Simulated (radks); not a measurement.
The nuclear charge of the silver ion Ag2+ is varied continuously with 45 electrons held in [Kr] 4d9. All-electron calculation, scalar-relativistic Kohn-Sham, PBEsol, spin-polarised, spherical densities, finite nucleus; open shells are filled with parallel spins first (spin-orbit coupling, left out, can overturn this in heavy ions); Fermi nuclear charge, rms radius 4.5454 fm. Program: a radial shooting solver on a logarithmic mesh with Libxc functionals. By the Hellmann-Feynman theorem dE/dZ = E(electron-nucleus)/Z, the electronic potential at the nucleus (averaged over a nucleus of fixed radius). The scalar-relativistic energy here is not variational (the density holds large components alone), so the two differ by a part that grows with Z.

[
 {"Z": "46.5", "E (hartree)": "-5176.65887", "E(electron-nucleus)/Z (hartree)": "-268.530", "HOMO": "4d", "e(HOMO) (eV)": "-21.035", "<r> HOMO (bohr)": "1.382"},
 {"Z": "46.6", "E (hartree)": "-5203.62848", "E(electron-nucleus)/Z (hartree)": "-269.321", "HOMO": "4d", "e(HOMO) (eV)": "-22.475", "<r> HOMO (bohr)": "1.367"},
 {"Z": "46.7", "E (hartree)": "-5230.67774", "E(electron-nucleus)/Z (hartree)": "-270.111", "HOMO": "4d", "e(HOMO) (eV)": "-23.942", "<r> HOMO (bohr)": "1.352"},
 {"Z": "46.8", "E (hartree)": "-5257.80664", "E(electron-nucleus)/Z (hartree)": "-270.902", "HOMO": "4d", "e(HOMO) (eV)": "-25.438", "<r> HOMO (bohr)": "1.338"},
 {"Z": "46.9", "E (hartree)": "-5285.01519", "E(electron-nucleus)/Z (hartree)": "-271.692", "HOMO": "4d", "e(HOMO) (eV)": "-26.961", "<r> HOMO (bohr)": "1.325"},
 {"Z": "47", "E (hartree)": "-5312.30340", "E(electron-nucleus)/Z (hartree)": "-272.482", "HOMO": "4d", "e(HOMO) (eV)": "-28.510", "<r> HOMO (bohr)": "1.311"},
 {"Z": "47.1", "E (hartree)": "-5339.67126", "E(electron-nucleus)/Z (hartree)": "-273.273", "HOMO": "4d", "e(HOMO) (eV)": "-30.086", "<r> HOMO (bohr)": "1.299"},
 {"Z": "47.2", "E (hartree)": "-5367.11878", "E(electron-nucleus)/Z (hartree)": "-274.063", "HOMO": "4d", "e(HOMO) (eV)": "-31.688", "<r> HOMO (bohr)": "1.286"},
 {"Z": "47.3", "E (hartree)": "-5394.64599", "E(electron-nucleus)/Z (hartree)": "-274.854", "HOMO": "4d", "e(HOMO) (eV)": "-33.315", "<r> HOMO (bohr)": "1.274"},
 {"Z": "47.4", "E (hartree)": "-5422.25288", "E(electron-nucleus)/Z (hartree)": "-275.645", "HOMO": "4d", "e(HOMO) (eV)": "-34.968", "<r> HOMO (bohr)": "1.263"},
 {"Z": "47.5", "E (hartree)": "-5449.93947", "E(electron-nucleus)/Z (hartree)": "-276.436", "HOMO": "4d", "e(HOMO) (eV)": "-36.645", "<r> HOMO (bohr)": "1.251"},
 {"Z": "47.6", "E (hartree)": "-5477.70577", "E(electron-nucleus)/Z (hartree)": "-277.226", "HOMO": "4d", "e(HOMO) (eV)": "-38.348", "<r> HOMO (bohr)": "1.240"},
 {"Z": "47.7", "E (hartree)": "-5505.55179", "E(electron-nucleus)/Z (hartree)": "-278.017", "HOMO": "4d", "e(HOMO) (eV)": "-40.075", "<r> HOMO (bohr)": "1.229"},
 {"Z": "47.8", "E (hartree)": "-5533.47756", "E(electron-nucleus)/Z (hartree)": "-278.809", "HOMO": "4d", "e(HOMO) (eV)": "-41.826", "<r> HOMO (bohr)": "1.219"},
 {"Z": "47.9", "E (hartree)": "-5561.48309", "E(electron-nucleus)/Z (hartree)": "-279.600", "HOMO": "4d", "e(HOMO) (eV)": "-43.601", "<r> HOMO (bohr)": "1.209"},
 {"Z": "48", "E (hartree)": "-5589.56840", "E(electron-nucleus)/Z (hartree)": "-280.391", "HOMO": "4d", "e(HOMO) (eV)": "-45.400", "<r> HOMO (bohr)": "1.199"}
]

The central difference of E at Z = 47 is -273.280 hartree, to compare with the third column; the second derivative is -7.97 hartree.
